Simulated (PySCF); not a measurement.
# How methods differ on the ionisation energy of Pr⁴⁶⁺

Pr⁴⁶⁺ [Ne] 3s2 3p1 (2P) → Pr⁴⁷⁺ [Ne] 3s2 (1S), as a difference of total energies. Calculation: PySCF 2.14, in an even-tempered Gaussian basis (18 s from 9.2 bohr⁻², ratio 2.5; 12 p from 12 bohr⁻², ratio 2.5; 4 d from 48 bohr⁻², ratio 2.7; 4 f from 71 bohr⁻², ratio 2.7); the spin-free X2C one-electron Hamiltonian (Gaussian nucleus). Correlated levels: outer shells: 1s2 frozen; virtual orbitals above 40 to 60 times the deepest correlated orbital energy dropped. The calculations carry no spin-orbit coupling.

| method | ionisation energy (eV) |
| --- | --- |
| UHF | 3748.3 |
| MP2 (outer shells) | 3748.8 |
| SCS-MP2 (outer shells) | 3748.7 |
| CCSD (outer shells) | 3748.8 |
| CCSD(T) (outer shells) | 3748.8 |

A first-order spin-orbit estimate (lowest level to lowest level, LS coupling) adds 79.099 eV.

Breit and QED terms and the two-electron picture change are absent.

First order in ζ underestimates the shift of j = l − 1/2 levels at high Z.

For comparison: 3832 ± 4 eV (theoretical estimate listed by NIST; NIST Atomic Spectra Database, ionization energies).
